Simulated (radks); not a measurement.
Values are calculated unless marked as measured or tabulated.
Question: Species: Er3+. Configuration: [Kr] 4d10 4f11 5s1 5p6 5f1 (not the ground configuration). Level of theory: scalar-relativistic Kohn-Sham, PBEsol, spin-polarised, spherical densities, finite nucleus; open shells are filled with parallel spins first (spin-orbit coupling, left out, can overturn this in heavy ions); Fermi nuclear charge, rms radius 5.2516 fm (a radial shooting solver on a logarithmic mesh with Libxc functionals). Some entries of the table are withheld. Estimate them.

| orbital | occ. | eigenvalue (hartree) | <1/r> (bohr^-1) |
|---|---|---|---|
| 1s up | 1 | -2108.789 | 77.52 |
| 1s down | 1 | -2108.784 | 77.52 |
| 2s up | 1 | -355.6317 | 18.05 |
| 2s down | 1 | -355.6272 | 18.05 |
| 2p up | 3 | -314.8139 | 16.67 |
| 2p down | 3 | -314.8098 | 16.67 |
| 3s up | 1 | -80.94811 | 6.653 |
| 3s down | 1 | -80.89456 | 6.656 |
| 3p up | 3 | -68.52780 | 6.216 |
| 3p down | 3 | -68.47432 | 6.219 |
| 3d up | 5 | -52.95385 | 5.893 |
| 3d down | 5 | -52.91215 | 5.896 |
| 4s up | 1 | -17.28949 | 2.813 |
| 4s down | 1 | -17.18028 | 2.812 |
| 4p up | 3 | -13.19997 | 2.574 |
| 4p down | 3 | -13.09173 | 2.574 |
| 4d up | 5 | -7.71788 | 2.276 |
| 4d down | 5 | -7.60917 | 2.275 |
| 5s up | 1 | -3.38492 | 1.099 |
| 5s down | 0 | -3.29761 | 1.091 |
| 5p up | 3 | -2.37099 | 0.9402 |
| 5p down | 3 | -2.29831 | 0.9292 |
| 4f up | 7 | (1) | 1.730 |
| 4f down | 4 | (2) | 1.721 |
| 5d up | 0 | -1.16050 | 0.6706 |
| 5d down | 0 | -1.11406 | 0.6586 |
| 6s up | 0 | -1.02033 | (3) |
| 6s down | 0 | -0.98479 | (4) |
| 5f up | 1 | -0.44365 | (5) |

Answer: 
(1) 4f up eigenvalue (hartree): -1.71565
(2) 4f down eigenvalue (hartree): -1.60805
(3) 6s up <1/r> (bohr^-1): 0.4512
(4) 6s down <1/r> (bohr^-1): 0.4555
(5) 5f up <1/r> (bohr^-1): 0.2919
